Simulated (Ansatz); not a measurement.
Energy difference R1 + R2 → P1 + P2, each structure at its B3LYP-D3(BJ)/def2-TZVP stationary point, reached from a drawn start (curvature not checked).
P1: F atom, charge 0, multiplicity 2.
R1: H atom, charge 0, multiplicity 2.
P2, SiH4 (SMILES [SiH4]) (charge 0, multiplicity 1):
| atom | x (Å) | y (Å) | z (Å) |
|---|---|---|---|
| Si | 0.0000 | 0.0000 | 0.0000 |
| H | 0.8547 | 0.8547 | 0.8547 |
| H | -0.8547 | -0.8547 | 0.8547 |
| H | -0.8547 | 0.8547 | -0.8547 |
| H | 0.8547 | -0.8547 | -0.8547 |
R2: FH3Si (SMILES F[SiH3]), charge 0, multiplicity 1.

P less R. No zero-point or thermal terms; singlets are restricted closed shells; open shells are unrestricted; no spin–orbit coupling.

Frozen-core correlation throughout.

Programs: Ansatz (Gaussian basis) for Hartree–Fock, density functionals and correlated methods. Each number belongs to the level named beside it.

The comparison value is 56.71 kcal/mol (CCSD(T)/cc-pV(Q+d)Z). It is a level with limits of its own, not the exact answer.

Order these levels by how close they come to the comparison value for the reaction energy, closest first: MP2/cc-pV(D+d)Z, SCS-MP2/cc-pV(T+d)Z, HF/cc-pV(Q+d)Z, BHLYP/def2-TZVPP, PBE0/def2-TZVPP. Give each level's value less the comparison value.

SCS-MP2/cc-pV(T+d)Z (1.38 kcal/mol), PBE0/def2-TZVPP (-2.10 kcal/mol), MP2/cc-pV(D+d)Z (-3.92 kcal/mol), BHLYP/def2-TZVPP (-8.43 kcal/mol), HF/cc-pV(Q+d)Z (-17.21 kcal/mol)

Ansatz is a quantum-chemistry and plane-wave program.
